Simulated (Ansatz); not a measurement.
Reaction (hydrogenolysis of the Si–F bond): `C[Si](C)(C)F` + H₂ → `C[SiH](C)C` + H–F

Program: Ansatz. Geometries: PBE0-D4/def2-TZVP. ΔE: electronic, gas phase. CBS: MP2 limit from def2 TZ/QZ plus the TZ coupled-cluster correction, frozen cores. This one scheme is used for every species. Functionals use def2-TZVPP.

`C[Si](C)(C)F`:

Cartesian coordinates in Å:
```
C -0.606 1.175 1.193
Si 0.359 -0.088 0.226
C -0.585 -1.681 0.047
C 0.897 0.578 -1.425
F 1.695 -0.416 1.069
H -0.877 0.792 2.179
H -1.530 1.441 0.671
H -0.025 2.090 1.334
H -0.855 -2.090 1.024
H 0.008 -2.432 -0.480
H -1.508 -1.525 -0.518
H 0.031 0.819 -2.048
H 1.505 -0.153 -1.964
H 1.490 1.489 -1.307
```

H₂:

Z-matrix (Å, degrees):
```
H
H 1 0.746
```

`C[SiH](C)C`:

Z-matrix (Å, degrees):
```
C
Si 1 1.874
H 1 1.093 2 111.2
H 1 1.093 2 111.1 3 120.1
H 1 1.094 2 110.9 3 -119.9
C 2 1.874 1 110.3 3 -178.9
C 2 1.874 1 110.3 3 58.9
H 2 1.494 1 108.6 3 -60.0
H 6 1.093 2 111.1 1 179.0
H 6 1.094 2 110.9 1 -61.1
H 6 1.093 2 111.1 1 58.9
H 7 1.093 2 111.2 1 -58.8
H 7 1.094 2 110.9 1 61.1
H 7 1.093 2 111.1 1 -178.9
```

H–F:

Z-matrix (Å, degrees):
```
F
H 1 0.920
```

CCSD(T)/CBS gives +1.37 eV.

Problem. Another level gave +1.41 eV. Which?
A. BHLYP/def2-TZVPP
B. revPBE-D4/def2-TZVPP
C. B97M-V/def2-TZVPP
D. revPBE/def2-TZVPP

Solution. A. BHLYP 1.41, revPBE-D4 1.32, B97M-V 1.47, revPBE 1.28 eV.

Largest T1 diagnostic among the species: 0.010.

Leaving LDA and LC-ωPBE aside and taking each functional with its dispersion term where it has one, the values, not all of them listed here, spread over 0.16 eV, from HSE06-D4 to r2SCAN-D4. LDA lies +0.04 eV from PBE without D4. At CCSD(T), def2-SVP lies −0.11 eV from the extrapolated value and def2-TZVPP −0.01 eV.
